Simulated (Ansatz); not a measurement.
Ansatz results at the PBE0-D4/def2-TZVP geometry: HOMO energy (ωB97M-V/def2-TZVPP) -9.48 eV; LUMO energy (B3LYP/def2-TZVPP) -1.66 eV; HOMO energy (PBE/def2-TZVPP) -6.43 eV.

Each molecule was computed in one conformer, which needn't be the lowest.

(1) Which molecule gave them?
A. `C1OC[SiH2]O1`
B. `CC1B[SiH2]S1`
C. `OC(O)[O][GeH3]`
D. `BSC(=C)[SiH3]`

Answers

(1) D. The others give `CC1B[SiH2]S1`: -9.00, -2.56, -5.68; `OC(O)[O][GeH3]`: -10.63, 0.14, -6.71; `C1OC[SiH2]O1`: -10.11, -0.09, -6.22.

B3LYP here is the variant with VWN-RPA as its local correlation; programs differ in this.
